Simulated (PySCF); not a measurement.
Molecule: `O=Cc1ccoc1`, C5H4O2.

Mapped SMILES: `[O:1]=[CH:2][c:3]1[cH:4][cH:5][o:6][cH:7]1`; H(Xn) means a hydrogen on atom n.

Geometry PBE0-D3(BJ)/def2-SVP throughout; GIAO in PySCF 2.14.0 with density-fitted response routines, gas phase, one conformer, non-relativistic; equivalent atoms averaged; functional PBE0.

(1) How do the shifts δ (against H2O, TMS at the same level) depend on the basis set? (a selection of nuclei; ppm; last column core-seconds on shared hosts with different chips, so compare them loosely)

(2) Which nucleus among those listed moves most, in ppm?

(3) Taking the largest basis, pcSseg-2 (308 functions), as the yardstick, rank the others by their worst heavy-atom deviation.

## Answers

(1) 
```csv
basis set,functions,O1,C2,C5,C7,C3,C4,H(C7),H(C5),H(C4),core-s
STO-3G,39,616.9,126.1,119.7,119.6,106.0,100.7,7.47,6.83,6.19,2.6
pcSseg-0,71,749.3,200.4,157.7,160.8,137.8,122.7,8.36,7.48,6.80,5.5
6-31G,71,633.4,178.5,139.2,141.8,126.0,109.3,8.31,7.48,6.72,5.1
6-31G*,106,583.6,173.7,134.3,138.1,121.5,105.9,7.95,7.17,6.42,7.8
cc-pVDZ,118,624.1,178.8,139.3,142.7,128.2,110.5,8.03,7.24,6.59,10
def2-SVP,118,628.7,179.0,138.3,142.1,126.2,109.8,7.84,7.02,6.60,12
pcSseg-1,139,660.8,187.3,147.4,150.8,131.6,116.1,8.17,7.39,6.81,8.9
aug-cc-pVDZ,197,593.6,181.7,139.4,143.4,127.6,109.1,8.31,7.62,6.94,25
"6-311+G(2d,p)",213,621.9,186.5,145.2,149.0,131.8,114.0,8.24,7.49,6.85,21
def2-TZVP,241,635.6,187.8,146.5,150.3,133.2,115.3,8.22,7.47,6.90,46
cc-pVTZ,266,636.2,186.6,145.4,149.0,131.5,114.6,8.17,7.44,6.87,49
IGLO-III,285,639.4,192.0,150.0,154.0,136.4,118.0,8.26,7.50,6.87,46
pcSseg-2,308,643.8,193.5,151.3,155.2,137.3,119.3,8.25,7.50,6.94,43
```

(2) O1 (aldehyde oxygen): from 583.6 ppm with 6-31G* to 749.3 ppm with pcSseg-0. The smallest spread is 0.75 ppm, at H(C4). Proton shifts span only some 12 ppm, so a few tenths of a ppm matter as much there as several ppm in carbon.

(3) IGLO-III 4.5 ppm (285 functions), cc-pVTZ 7.6 ppm (266 functions), def2-TZVP 8.3 ppm (241 functions), 6-31G 15.0 ppm (71 functions), def2-SVP 15.2 ppm (118 functions), pcSseg-1 16.9 ppm (139 functions), cc-pVDZ 19.7 ppm (118 functions), 6-311+G(2d,p) 22.0 ppm (213 functions), aug-cc-pVDZ 50.2 ppm (197 functions), 6-31G* 60.2 ppm (106 functions), STO-3G 67.4 ppm (39 functions), pcSseg-0 105.4 ppm (71 functions).

A small basis that lands close on one nucleus may do so by chance; judge by the trend and by all nuclei.
